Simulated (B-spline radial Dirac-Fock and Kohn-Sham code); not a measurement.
## Magnetic form factor of the 4f shell of Tb

System: the free terbium atom in the configuration [Xe] 4f9 6s2.

The run's input, task.json:

```json
{"items": [{
  "Z": 65,
  "q": 0,
  "cfg": [[1, 0, 2], [2, 0, 2], [2, 1, 6], [3, 0, 2], [3, 1, 6], [3, 2, 10], [4, 0, 2], [4, 1, 6], [4, 2, 10], [4, 3, 9], [5, 0, 2], [5, 1, 6], [6, 0, 2]],
  "A": 159,
  "rrms": 5.06,
  "do": ["scatter"],
  "s": [0.0, 0.05, 0.1, 0.15, 0.2, 0.25, 0.3, 0.35, 0.4, 0.45, 0.5, 0.6, 0.7, 0.8, 0.9, 1.0, 1.1, 1.2, 1.4, 1.6, 1.8, 2.0, 2.5, 3.0, 3.5, 4.0, 5.0, 6.0],
  "pz": [0, 0.1, 0.2, 0.3, 0.4, 0.5, 0.6, 0.8, 1.0, 1.2, 1.4, 1.6, 1.8, 2.0, 2.5, 3.0, 4.0, 5.0, 7.0, 10.0, 15.0, 20.0, 30.0, 40.0, 60.0, 100.0],
  "hv_scatter": [1000, 2000, 5000, 8047.8, 10000, 17479.3, 20000, 30000, 50000, 100000, 200000, 500000, 1000000]
}]}
```

Command: `python xray_run.py task.json out`

The computed values come from an atomic code on a B-spline grid: Dirac-Fock orbitals of the configuration average with a finite nucleus. ⟨j_K⟩ is the integral of the 4f radial density with the spherical Bessel function j_K(4πsr), s = sin θ/λ.

Hund's rules give S = 5/2, L = 5, J = 15/2 for 4f9, so g = 1.333, and the dipole approximation is F = ⟨j0⟩ + C₂⟨j2⟩ with C₂ = (2 − g)/g = 0.500.

```
s (Å⁻¹)     ⟨j0⟩    ⟨j2⟩    ⟨j4⟩    ⟨j6⟩  F (dipole)
      0   1.0000  0.0000  0.0000  0.0000      1.0000
   0.05   0.9822  0.0071  0.0000  0.0000      0.9857
    0.1   0.9319  0.0265  0.0005  0.0000      0.9452
   0.15   0.8573  0.0539  0.0022  0.0001      0.8842
    0.2   0.7680  0.0843  0.0058  0.0004      0.8101
   0.25   0.6727  0.1135  0.0113  0.0012      0.7295
    0.3   0.5782  0.1390  0.0185  0.0024      0.6477
   0.35   0.4886  0.1595  0.0268  0.0044      0.5683
    0.4   0.4066  0.1744  0.0357  0.0069      0.4939
   0.45   0.3335  0.1841  0.0447  0.0099      0.4256
    0.5   0.2695  0.1890  0.0534  0.0134      0.3640
    0.6   0.1678  0.1873  0.0685  0.0210      0.2614
    0.7   0.0961  0.1748  0.0798  0.0288      0.1835
    0.8   0.0479  0.1564  0.0867  0.0361      0.1261
    0.9   0.0170  0.1356  0.0898  0.0424      0.0848
      1  -0.0018  0.1148  0.0897  0.0473      0.0556
    1.1  -0.0123  0.0953  0.0870  0.0509      0.0354
    1.2  -0.0173  0.0778  0.0826  0.0532      0.0215
    1.4  -0.0186  0.0497  0.0708  0.0542      0.0063
    1.6  -0.0151  0.0303  0.0578  0.0518      0.0001
```

Radial moments of the shell: ⟨r²⟩ = 0.9826, ⟨r⁴⟩ = 2.871, ⟨r⁶⟩ = 21.28 in powers of bohr.
